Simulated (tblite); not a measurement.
C7H9NS.
Z-matrix (Å and degrees, GFN2-xTB geometry), rows numbered from 1:
```
C 
N   1  1.3039
S   2  1.6316  1  111.00
C   3  1.7132  2   93.70  1     0.02
C   4  1.3684  3  110.11  2    -0.02
C   5  1.4864  1  125.23  2  -179.90
C   6  1.5453  5  116.35  1    51.50
C   7  1.5356  6   89.93  5  -127.58
C   8  1.5356  7   89.81  6     8.38
H   1  1.0766  2  118.22  3   179.97
H   4  1.0710  3  120.95  2   179.92
H   6  1.0915  5  109.41  1   179.92
H   7  1.0880  6  112.84  5   -11.98
H   7  1.0878  6  115.02  5   113.64
H   8  1.0879  7  113.26  6  -107.02
H   8  1.0880  7  115.49  6   126.77
H   9  1.0879  6  112.83  5    11.95
H   9  1.0878  6  115.07  5  -113.71
```

Computed with GFN2-xTB (tblite): harmonic, unscaled wavenumbers at the GFN2-xTB geometry, gas phase. The method is semi-empirical: single wavenumbers can be off by several per cent or more. One conformer, not necessarily the lowest.

Harmonic wavenumbers (cm⁻¹): 46.1, 53.4, 131.8, 197.7, 342.6, 346.3, 471.2, 570.5, 633.9, 665.9, 744.7, 757.7, 799.5, 817.9, 819.1, 851.2, 861.2, 933.9, 992.5, 1023.1, 1042.1, 1058.1, 1068.5, 1089.7, 1123.5, 1179.8, 1188.0, 1192.3, 1229.7, 1248.2, 1251.7, 1261.3, 1302.3, 1372.7, 1428.9, 1473.7, 1474.7, 1495.0, 1548.6, 2967.5, 2998.6, 3008.4, 3015.9, 3020.8, 3022.3, 3024.7, 3115.4, 3171.3.

A = 4366, B = 780.0, C = 739.4 MHz; mass 139.046 u (most abundant isotopes); point group Cs, symmetry number 1.

Zero-point energy?

Half the sum of the wavenumbers: 31717 cm⁻¹ = 379.42 kJ/mol.

What is S at 298.15 K and 1 bar for an ideal gas of classical rigid rotors and harmonic oscillators?

Translation 170.40, rotation 122.32, vibration 90.20: S = 382.9 J/(mol K).

And Cp and H(298.15 K) − H(0)?

Cp = 135.16 J/(mol K), of which vibrations give 101.91 (their classical limit is 48 R = 399.1); H(298.15 K) − H(0) = 23.80 kJ/mol without the zero-point energy, 13.89 from vibrations.

Blend soft modes into free rotors: weight 1/[1 + (100 cm⁻¹/ν̃)⁴] for the oscillator and the rest for a rotor with moment μB/(μ + B), μ = h/(8π²ν), B = 10⁻⁴⁴ kg m². What vibrational entropy results?

79.79 J/(mol K) in place of 90.20, which changes −T·S at 298.15 K by +3.10 kJ/mol.

Which modes carry the vibrational entropy at 298.15 K?

46.1 cm⁻¹: 20.83; 53.4 cm⁻¹: 19.61; 131.8 cm⁻¹: 12.22; 197.7 cm⁻¹: 9.01; 342.6 cm⁻¹: 5.02; 346.3 cm⁻¹: 4.95 J/(mol K); the other 42 give 18.56 together.

How do the functions run with temperature in this model?

| T (K) | S (J/(mol K)) | Cp (J/(mol K)) | H − H(0) (kJ/mol) | G − H(0) (kJ/mol) | ln q(vib) |
| --- | --- | --- | --- | --- | --- |
| 150 | 314.0 | 76.5 | 8.45 | -38.66 | 2.54 |
| 250 | 361.1 | 113.5 | 17.82 | -72.45 | 4.35 |
| 400 | 429.1 | 180.6 | 39.92 | -131.72 | 7.22 |
| 600 | 516.4 | 249.7 | 83.43 | -226.39 | 11.38 |
| 900 | 630.6 | 312.1 | 168.59 | -398.96 | 17.69 |

q(vib) and H(0) count from the zero-point level.

What must be added to the electronic energy to get the Gibbs energy at 298.15 K and 1 bar?

ZPE + [H(298.15 K) − H(0)] − T·S = 379.42 + 23.80 − 114.17 = 289.05 kJ/mol.

Hindered rotation and anharmonicity are outside this model. Other conformers, if any are populated, would add a mixing term that is left out.

Time: 0.7 s wall. Hardware: Arm Neoverse V1, one thread, no GPU (shared host). This covers the Hessian and the dipole derivatives.
